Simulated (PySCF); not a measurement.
# LiCd: one state, many levels of theory

State: ²Σ⁺ (doublet), unpaired electrons σ ↑. Set-up: PySCF, scalar-relativistic core potentials, basis sets Li def2-TZVP, Cd def2-TZVP with ECP28. De refers to Li + Cd in their ground configurations, without counterpoise correction. The functionals are run spin-unrestricted. A positive dipole means Li(−)Cd(+). Levels whose curve was spin-contaminated or gave no clean fit are not listed.

```json
{"Level": "UHF-CCSD", "Re (Å)": "3.464", "ωe (cm⁻¹)": "55.9", "De (eV)": "0.027", "μ (D)": "n/a"}
{"Level": "UHF-CCSD(T)", "Re (Å)": "3.403", "ωe (cm⁻¹)": "64.8", "De (eV)": "0.034", "μ (D)": "n/a"}
{"Level": "PBE", "Re (Å)": "3.020", "ωe (cm⁻¹)": "162", "De (eV)": "0.197", "μ (D)": "-0.36"}
{"Level": "PBEsol", "Re (Å)": "2.968", "ωe (cm⁻¹)": "175", "De (eV)": "0.244", "μ (D)": "-0.56"}
{"Level": "BP86", "Re (Å)": "3.020", "ωe (cm⁻¹)": "161", "De (eV)": "0.191", "μ (D)": "-0.57"}
{"Level": "r²SCAN", "Re (Å)": "2.997", "ωe (cm⁻¹)": "172", "De (eV)": "0.244", "μ (D)": "-0.93"}
{"Level": "PBE0", "Re (Å)": "3.054", "ωe (cm⁻¹)": "154", "De (eV)": "0.167", "μ (D)": "-0.41"}
{"Level": "M06-2X", "Re (Å)": "3.148", "ωe (cm⁻¹)": "139", "De (eV)": "0.133", "μ (D)": "-0.56"}
{"Level": "CAM-B3LYP", "Re (Å)": "3.045", "ωe (cm⁻¹)": "144", "De (eV)": "0.109", "μ (D)": "-0.57"}
```

The bond length runs from 2.968 Å (PBEsol) to 3.464 Å (UHF-CCSD). De spans 0.03 eV (UHF-CCSD, coupled cluster) to 0.24 eV (r²SCAN, meta-GGA).

Correlated steps freeze no core orbitals. The bond is weak. Basis-set superposition, not corrected here, can be much of De in a small basis, most of all at correlated wavefunction levels. Functionals without a dispersion term scatter widely for such bonds, and LDA overbinds them. Spin–orbit coupling is left out. The state was picked by a PBE0 search and need not be the measured ground state.

The whole job (state search and all levels along the bond) took about 3.1 min on 1 thread of Intel Xeon Platinum 8375C @ 2.90GHz (shared host), peak memory 0.77 GiB.
